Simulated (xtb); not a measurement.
xtb input:

```bash
xtb mol.xyz --gfn 1 --sp --chrg 0 --uhf 0
```
mol.xyz:
```
2

Ag    -0.00000000    -0.00000000    -0.61299834
Cl     0.00000000     0.00000000     1.69476013
```

### Question
Predict the final energy.

### Answer
-8.09202 Eh (GFN1-xTB).
